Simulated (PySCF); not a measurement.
CH9NSeSi2.
Z-matrix (Å and degrees, PBE0-D3(BJ)/def2-SVP geometry), rows numbered from 1:
```
C 
Si  1  1.8690
N   2  1.7293  1  107.32
Se  2  2.2958  1  112.73  3   117.70
Si  4  2.2836  2   93.32  1   -79.55
H   1  1.1024  2  110.79  3    61.78
H   1  1.1000  2  110.39  3  -178.56
H   1  1.1005  2  110.66  3   -58.67
H   2  1.4973  1  110.20  3  -127.03
H   3  1.0136  2  120.47  1   -26.51
H   3  1.0135  2  121.49  1  -176.53
H   5  1.4940  4  105.32  2   163.09
H   5  1.4928  4  111.72  2    45.09
H   5  1.4916  4  112.69  2   -78.86
```

All values: wB97X-D/def2-SVPD (PySCF, non-relativistic), on one gas-phase PBE0-D3(BJ)/def2-SVP geometry that isn't relaxed in the solvent. The solvent is an IEF-PCM continuum (Bondi radii, 1.10 Å for H, scaled by 1.2), and excitations are vertical TDDFT with non-equilibrium linear response and a frozen core. The model holds no explicit solvent molecules, cavitation or dispersion. Spin–orbit coupling is left out although an atom past zinc is present.

Gas-phase singlets (H = HOMO, L = LUMO):

```csv
state,E (eV),λ (nm),f,leading configuration
S1,5.534,224,0.008,H→L 82%
S2,6.013,206,0.031,H→L+1 43%
S3,6.418,193,0.029,H→L+1 35%
S4,6.719,185,0.005,H-1→L 40%
S5,6.899,180,0.034,H→L+3 28%
```

Q: What are the lowest 5 singlets in acetonitrile (ε = 35.69)?

A: 
```json
{"state": "S1", "E (eV)": "5.611", "λ (nm)": "221", "f": "0.012", "leading configuration": "H→L 81%", "change by rank (eV)": "+0.077"}
{"state": "S2", "E (eV)": "6.086", "λ (nm)": "204", "f": "0.050", "leading configuration": "H→L+1 68%", "change by rank (eV)": "+0.073"}
{"state": "S3", "E (eV)": "6.563", "λ (nm)": "189", "f": "0.034", "leading configuration": "H→L+2 62%", "change by rank (eV)": "+0.145"}
{"state": "S4", "E (eV)": "6.720", "λ (nm)": "185", "f": "0.017", "leading configuration": "H-1→L 59%", "change by rank (eV)": "+0.001"}
{"state": "S5", "E (eV)": "6.978", "λ (nm)": "178", "f": "0.020", "leading configuration": "H-1→L+2 53%", "change by rank (eV)": "+0.079"}
```

Q: What are the lowest 5 singlets in dimethylsulfoxide (ε = 46.83)?

A: 
```
state  E (eV)  λ (nm)      f  leading configuration  change by rank (eV)
   S1   5.608     221  0.013                H→L 81%               +0.074
   S2   6.080     204  0.055              H→L+1 69%               +0.067
   S3   6.557     189  0.038              H→L+2 62%               +0.139
   S4   6.716     185  0.019              H-1→L 59%               -0.003
   S5   6.974     178  0.022            H-1→L+2 54%               +0.075
```

Q: How do the frontier levels move from gas to dimethylsulfoxide?

A: 
```tsv
orbital	gas (eV)	solvent (eV)	change (eV)	Löwdin shares, gas	Löwdin shares, solvent
LUMO+2	2.01	2.14	+0.13	Se4 32 %, Si2 21 %, Si5 10 %, H9 8 %	Si2 24 %, Se4 23 %, Si5 14 %, H9 9 %
LUMO+1	1.79	1.75	-0.04	Se4 31 %, Si5 17 %, Si2 15 %, H10 6 %	Se4 51 %, Si5 17 %, Si2 10 %, H12 4 %
LUMO	1.50	1.45	-0.05	Se4 43 %, Si5 24 %, H14 8 %, H13 7 %	Se4 50 %, Si5 22 %, H14 7 %, H13 7 %
HOMO	-8.54	-8.69	-0.15	Se4 72 %, Si5 9 %, Si2 7 %	Se4 69 %, Si5 9 %, Si2 7 %
HOMO-1	-9.46	-9.30	+0.16	N3 47 %, Se4 22 %, Si2 12 %, H9 7 %	N3 52 %, Se4 18 %, Si2 11 %, H9 6 %
HOMO-2	-10.35	-10.38	-0.03	Se4 44 %, Si5 14 %, Si2 10 %, N3 10 %	Se4 45 %, Si5 13 %, Si2 11 %, N3 8 %
HOMO-3	-10.67	-10.70	-0.03	Se4 32 %, Si5 22 %, H12 14 %, Si2 12 %	Se4 35 %, Si5 22 %, Si2 13 %, H12 12 %
```

The HOMO–LUMO gap goes from 10.04 to 10.14 eV. Rows go by rank; for LUMO, LUMO+1 and LUMO+2 the atom shares or the degeneracy differ between the runs, so the row needn't follow one orbital.
